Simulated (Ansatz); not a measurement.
**A geometry optimisation of BeF2S with B3LYP-D3(BJ)/def2-SVP**

The starting geometry of this gas-phase triplet was optimised with GFN2-xTB as a singlet.

```csv
atom,x (Å),y (Å),z (Å)
Be,1.3052,-0.1077,-3.2625
F,1.3163,-0.3081,-4.6248
F,0.2021,-0.6360,-2.1514
S,1.4789,0.2907,-1.3755
```

Task: Where would you expect an optimisation with B3LYP-D3(BJ)/def2-SVP to take it?

Result: A bond breaks, giving a structure given below by its coordinates. Distances that change by over a tenth: Be1–F3 (1.65 → 1.42 Å), Be1–S4 (1.94 → 2.34 Å). Contacts that open: F3–S4 (1.76 → 3.04 Å).

The energy falls by 2.12 eV over 14 steps:

```json
{"step": "1", "E − E(last) (eV)": "2.124"}
{"step": "2", "E − E(last) (eV)": "1.338"}
{"step": "4", "E − E(last) (eV)": "0.184"}
{"step": "5", "E − E(last) (eV)": "0.030"}
{"step": "7", "E − E(last) (eV)": "0.003"}
{"step": "8", "E − E(last) (eV)": "0.000"}
{"step": "10", "E − E(last) (eV)": "0.000"}
{"step": "11", "E − E(last) (eV)": "0.000"}
{"step": "13", "E − E(last) (eV)": "0.000"}
{"step": "14", "E − E(last) (eV)": "0.000"}
```

Final geometry (Å):

```yaml
atoms:
  - { symbol: Be, position_ang: [0.8691, -0.3649, -3.1446] }
  - { symbol: F, position_ang: [1.5880, -0.0923, -4.3331] }
  - { symbol: F, position_ang: [-0.2408, -0.9713, -2.5090] }
  - { symbol: S, position_ang: [2.0862, 0.6674, -1.4274] }
```

Frequencies at the end are all real (lowest 20 cm⁻¹). Open shells are spin-unrestricted. The triplet needn't be the ground state. Run with Ansatz 0.2.0, 110 s on 1 thread of Intel(R) Xeon(R) Processor @ 2.50GHz (Skylake/Cascade Lake), on a shared host.
